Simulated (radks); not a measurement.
Excited configurations of Hf2+: one electron is placed in a higher orbital outside [Xe] 4f14 5d1. The ground configuration is [Xe] 4f14 5d2. All-electron calculation, scalar-relativistic Kohn-Sham, SCAN, spin-unpolarised, spherical densities, finite nucleus; meta-GGA in the generalised Kohn-Sham scheme; Fermi nuclear charge, rms radius 5.347 fm. Program: a radial shooting solver on a logarithmic mesh with Libxc functionals. Excitation = E - E(ground); binding = E(ion) - E, where the ion is the core of charge +3; n* = 3/sqrt(2 binding) in atomic units, and the quantum defect is n - n*.

\begin{tabular}{lrrrr}
outer orbital & excitation (eV) & binding (eV) & quantum defect & eigenvalue (eV) \\ \hline
5f & 13.848 & 7.747 & 1.024 & -6.100 \\
6s & -0.443 & 22.038 & 3.643 & -18.766 \\
6p & 5.531 & 16.064 & 3.239 & -13.432 \\
6d & 11.779 & 9.816 & 2.468 & -8.073 \\
6f & 16.484 & 5.111 & 1.105 & -4.205 \\
7s & 10.837 & 10.758 & 3.626 & -9.234 \\
7p & 13.024 & 8.571 & 3.220 & -7.350 \\
7d & 15.648 & 5.947 & 2.463 & -5.023 \\
7f & 18.011 & 3.584 & 1.155 & -3.021 \\
\end{tabular}

The Delta-SCF ionisation energy is 21.595 eV (NIST Atomic Spectra Database: 22.55 eV, theoretical). Self-interaction in the functional shifts the binding energies and quantum defects, so they are the method's values and not measured ones. Spin polarisation and multiplet splitting are left out, so open shells lie too high by an amount that depends on their filling. Spin-orbit splitting is averaged out at the scalar-relativistic level. A negative excitation energy means that this level of theory puts the configuration below the NIST ground configuration.

Beside tabulated values, note that spin-unpolarised runs miss the spin-polarisation part of the exchange energy of open shells.
